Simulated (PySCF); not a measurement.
# Radial density of Zn (zinc, neutral)

PBE0, [Ar] 3d10 4s2, closed-shell 1S. Calculation: PySCF 2.14, in 6-31G*; the non-relativistic Hamiltonian (point nucleus).

| r (bohr) | 4πr²ρ (e/bohr) |
| --- | --- |
| 0.000938 | 0.1893 |
| 0.00158 | 0.5231 |
| 0.00265 | 1.397 |
| 0.00446 | 3.527 |
| 0.00751 | 8.338 |
| 0.0126 | 17.35 |
| 0.0212 | 29.55 |
| 0.0357 | 36.29 |
| 0.0601 | 30.86 |
| 0.101 | 32.23 |
| 0.170 | 41.55 |
| 0.286 | 23.29 |
| 0.481 | 23.15 |
| 0.809 | 18.68 |
| 1.36 | 4.522 |
| 2.29 | 1.126 |
| 3.85 | 0.3390 |
| 6.48 | 0.02311 |
| 10.9 | 2.999e-05 |
